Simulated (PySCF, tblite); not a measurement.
Isomers of C7H13B. Computed values, GFN2-xTB/tblite, gas phase, harmonic and unscaled. This tight-binding method is rough: wavenumbers can miss measured ones by several per cent, in bad cases by 10 to 20. Modes of hydrogen on boron can be 10 to 20 % off. One conformer each.

Electronic energies: PBE0-D3(BJ)/def2-SVP at its own geometries (PySCF, gas phase).

| SMILES | electronic energy, lowest = 0 (kcal/mol) |
| --- | --- |
| BC[C@H]1CCC(=C)C1 | 11.1 |
| C=C[C@H]1BCCCC1 | 0.0 |
| C=CC[C@H]1CBCC1 | 2.3 |
| B[C@@H]1C[C@@H]2CCC[C@@H]21 | 10.2 |

Question: How do GFN2-xTB zero-point energies change the relative energies?

Answer: 
```csv
SMILES,ZPE (kcal/mol),of it from modes above 1550 cm⁻¹,electronic (kcal/mol),"with ZPE, lowest = 0 (kcal/mol)",lowest mode (cm⁻¹),rings
C=C[C@H]1BCCCC1,114.5,57.4,0.0,0.0,66,1
C=CC[C@H]1CBCC1,113.9,57.6,2.3,1.7,54,1
B[C@@H]1C[C@@H]2CCC[C@@H]21,115.1,54.4,10.2,10.7,45,2
BC[C@H]1CCC(=C)C1,112.9,57.1,11.1,9.5,66,1
```

The zero-point energies span 2.2 kcal/mol, from `BC[C@H]1CCC(=C)C1` to `B[C@@H]1C[C@@H]2CCC[C@@H]21`. The lowest isomer stays, but the order above it changes.

Question: And how do the electronic energies of GFN2-xTB itself compare?

Answer: `C=C[C@H]1BCCCC1` 17.1; `C=CC[C@H]1CBCC1` 18.6; `B[C@@H]1C[C@@H]2CCC[C@@H]21` 0.0; `BC[C@H]1CCC(=C)C1` 10.5 kcal/mol, lowest = 0. Against the energies above, taken from the same isomer `C=C[C@H]1BCCCC1`, the largest difference is 27.3 kcal/mol. The two levels were optimised apart and needn't hold the same conformer.

Question: What do entropy and thermal enthalpy add at 298.15 K and 1 bar (rigid rotor, harmonic oscillator, one conformer each)?

Answer: 
```csv
SMILES,point group,symmetry number,S (cal/(mol K)),H − H(0) (kcal/mol),ZPE + H − H(0) − TS (kcal/mol)
C=C[C@H]1BCCCC1,C1,1,90.4,6.03,93.6
C=CC[C@H]1CBCC1,C1,1,91.9,6.16,92.7
B[C@@H]1C[C@@H]2CCC[C@@H]21,C1,1,86.2,5.48,94.8
BC[C@H]1CCC(=C)C1,C1,1,92.1,6.27,91.7
```
